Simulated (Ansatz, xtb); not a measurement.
# Relative energy of two isomers of C6H6FS+

Structure a: `Cc1[s+]cccc1F`, a singlet. Structure b: `Cc1c[s+]cc(F)c1`, a singlet. Both are isolated ions in the gas phase, relaxed with r2SCAN-D4/def2-SVP.

a (Å):

```yaml
atoms:
  - { symbol: C, position_ang: [-2.2439, 1.3543, 0.1575] }
  - { symbol: C, position_ang: [-0.8271, 1.0564, -0.1851] }
  - { symbol: C, position_ang: [1.8374, 0.9889, 0.2527] }
  - { symbol: C, position_ang: [1.9420, 0.4089, -0.9993] }
  - { symbol: C, position_ang: [0.8258, 0.1540, -1.8059] }
  - { symbol: C, position_ang: [-0.4734, 0.4660, -1.4060] }
  - { symbol: F, position_ang: [-1.4659, 0.1910, -2.2296] }
  - { symbol: S, position_ang: [0.3698, 1.4553, 0.9562] }
  - { symbol: H, position_ang: [-2.6746, 2.0313, -0.5995] }
  - { symbol: H, position_ang: [-2.8371, 0.4249, 0.1255] }
  - { symbol: H, position_ang: [-2.3473, 1.8127, 1.1497] }
  - { symbol: H, position_ang: [2.7110, 1.1883, 0.8828] }
  - { symbol: H, position_ang: [2.9377, 0.1425, -1.3658] }
  - { symbol: H, position_ang: [0.9512, -0.3066, -2.7910] }
```

b (Å):

```xyz
14

C    -0.6847    0.4111    1.4340
C    -0.1885    0.8083    0.0776
C     0.6046    1.9512   -0.0711
C     0.6866    1.4222   -2.6791
C    -0.1047    0.3275   -2.3467
C    -0.5231    0.0298   -1.0461
F    -0.4785   -0.4718   -3.3192
S     1.2320    2.5205   -1.5289
H    -0.3406   -0.6055    1.6824
H    -0.3396    1.0979    2.2169
H    -1.7863    0.3927    1.4448
H     0.8788    2.5733    0.7881
H     0.9886    1.6125   -3.7149
H    -1.1447   -0.8634   -0.9199
```

Energies in hartree; the thermal terms are from GFN2-xTB frequencies at re-optimised GFN2-xTB minima (ideal gas, soft modes damped towards free rotors, one conformer each, 298.15 K, 1 atm) and include the zero-point energy:

|  | a | b |
| --- | --- | --- |
| E, CCSD(T)/def2-SVP | −728.217519 | −728.213009 |
| E, MP2/def2-SVP | −728.123226 | −728.119606 |
| E, MP2/def2-TZVPP | −728.910571 | −728.908099 |
| zero-point energy | 0.100475 | 0.100606 |
| H(298 K) − E | 0.109098 | 0.109263 |
| G(298 K) − E | 0.068129 | 0.068021 |

Problem. Correct the CCSD(T) difference for the basis set by the MP2 change, then work out ΔE, ΔE₀, ΔH and ΔG for a → b in kcal/mol (1 Eh = 627.51 kcal/mol) and the equilibrium ratio [b]/[a].

Solution. 1. Differences b − a: CCSD(T) +0.004510, MP2 in the small set +0.003620, MP2 in the large set +0.002472 Eh.
2. ΔE = +0.004510 + (+0.002472 − (+0.003620)) = +0.003362 Eh = +2.11 kcal/mol.
3. ΔE₀ = ΔE + ΔZPE = +0.003362 + (+0.000131) Eh = +2.19 kcal/mol.
4. ΔH = ΔE + (+0.000165) Eh = +2.21 kcal/mol.
5. ΔG = ΔE + (−0.000108) Eh = +2.04 kcal/mol, so ΔS = (ΔH − ΔG)/T = +2.4 J/(mol K).
6. kT = 0.9442 mEh, so K = [b]/[a] = exp(−ΔG/kT) = exp(−3.45) ≈ 0.032.

Structure a is favoured at this temperature. An error of 1 kcal/mol in ΔG would change K by a factor of 5.4. Mirror images and further conformers aren't counted.

As drawn, both hold the same kinds of bond in the same numbers.

Other levels gave ΔE = +1.1 (GFN2-xTB); +2.7 (HF/STO-3G, GFN2-xTB geometries); +3.9 (r2SCAN-D4/def2-SVP//GFN2-xTB); +3.7 (r2SCAN-D4/def2-SVP); +3.4 (HF/def2-SVP); +2.3 (MP2/def2-SVP); +2.8 (CCSD(T)/def2-SVP) kcal/mol. The correlated steps freeze 12 core orbitals. Programs: Ansatz 0.2.0, xtb 6.7.1.
